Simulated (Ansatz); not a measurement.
Abridged output of a molecular run in Ansatz:

```
Functional definition: HF
1214 factors; integrals over basis functions are off by at most 1.1e-3 eV
mean field evaluation 1: about -77238.3694 eV, gradient 3.2e1 eV
mean field evaluation 2: about -77238.4405 eV, gradient 3.2e1 eV
mean field evaluation 4: about -77241.2900 eV, gradient 4.0e0 eV
mean field evaluation 8: about -77241.3453 eV, gradient 1.2e-1 eV
mean field evaluation 16: about -77241.2624 eV, gradient 9.1e-1 eV
mean field -77241.34545427 eV, -2838.5670893799 hartree, gradient 3.5e-6 eV, S^2 0.000000; 0 other end points of the search recorded, 0 dependent functions left out
17 core orbitals not correlated: weight in the atoms' cores, before any rotation towards them, 1.000 or more for the frozen orbitals, at most 0.000 for the correlated occupied ones
reference -77241.34545427 eV, -2838.5670893799 hartree; 20, 20 occupied and 85, 85 virtual orbitals, 1214 factors
second order -21.64472869 eV of doubles, -0.00000000 eV of singles
cycle   1  -21.97664576 eV  change   -3.3e-1 eV  update   1.2e-1
cycle   2  -22.59529955 eV  change   -6.2e-1 eV  update   3.5e-2
cycle   3  -22.73897462 eV  change   -1.4e-1 eV  update   2.2e-2
cycle   4  -22.72517257 eV  change    1.4e-2 eV  update   6.8e-3
cycle   5  -22.72217686 eV  change    3.0e-3 eV  update   3.7e-3
cycle   6  -22.72322220 eV  change   -1.0e-3 eV  update   1.4e-3
cycle   7  -22.72253014 eV  change    6.9e-4 eV  update   7.0e-4
cycle   8  -22.72276265 eV  change   -2.3e-4 eV  update   2.2e-4
cycle   9  -22.72287161 eV  change   -1.1e-4 eV  update   6.8e-5
cycle  10  -22.72284792 eV  change    2.4e-5 eV  update   1.8e-5
perturbative correction -0.72901431 eV, -0.0267907819 hartree
Total energy: -77264.79731650 eV, -2839.4289294207 hartree
```

Its atoms:

Z-matrix (Å, degrees):
```
Si
N 1 1.765
H 1 1.477 2 112.6
H 1 1.493 2 100.0 3 115.3
H 1 1.477 2 112.6 3 -129.3
C 2 1.345 1 121.3 3 64.7
H 2 1.011 1 120.3 3 -115.3
Se 6 1.822 2 119.3 1 -0.0
N 6 1.339 2 118.3 1 180.0
H 9 1.003 6 118.3 2 -179.9
H 9 1.006 6 122.7 2 -0.2
```

Question: Which basis set was used?
A. def2-SVP
B. def2-SVPD
C. cc-pV(T+d)Z
D. cc-pV(Q+d)Z

Answer: A. It gives 122 functions.

Question: Write the keys of the input that set method, charge and spin (a neutral closed shell needs none for the last two).

Answer: 
```yaml
correlation: {method: ccsd_t}
```
